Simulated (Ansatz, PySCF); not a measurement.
Stretching the N6–H7 bond in CH5GeN (SMILES [CH3][Ge][NH2]) (multiplicity 1 held, fragments rigid). Energies count from the point at 1.010 Å.
Geometry at that point (charge 0, multiplicity 1):
```xyz
8

Ge    -0.2170    -0.0101     0.4452
C      0.7303     1.3957    -0.6510
H      0.3907     2.3968    -0.3807
H      0.5942     1.2501    -1.7247
H      1.8012     1.3407    -0.4297
N     -0.0364    -1.3548    -0.7861
H      0.4026    -1.2654    -1.6915
H     -0.3701    -2.2905    -0.6131
```

Restricted levels (R-, RO-) in cc, def2 and unpolarised 6-31G sets keep to the state of the molecule at rest. U- levels take the lowest unrestricted solution at each point, which mixes spins at long bonds. Levels need not reach the same state.

Rows in LANL2DZ carry no dispersion term and start afresh at each structure. LANL2DZ brings its own core potentials from Na on.

The values were computed with Ansatz (a program for electronic structure) with Gaussian orbitals; PySCF for LANL2DZ rows. Each number belongs to the level named beside it.

One of these levels gives 5.032 eV for the energy at R = 3.233 Å. Name it.
A. U-wB97X-V/cc-pVTZ
B. R-HF/cc-pVTZ
C. R-B3LYP/LANL2DZ
D. U-HF/LANL2DZ

A, U-wB97X-V/cc-pVTZ. The others give 4.216 (U-HF/LANL2DZ), 8.436 (R-HF/cc-pVTZ), 6.349 (R-B3LYP/LANL2DZ)

Doubts at one or more of the structures used: a spin-contaminated determinant (U-HF/LANL2DZ, U-wB97X-V/cc-pVTZ); a restricted determinant that unrestricted orbitals would lower (R-HF/cc-pVTZ).
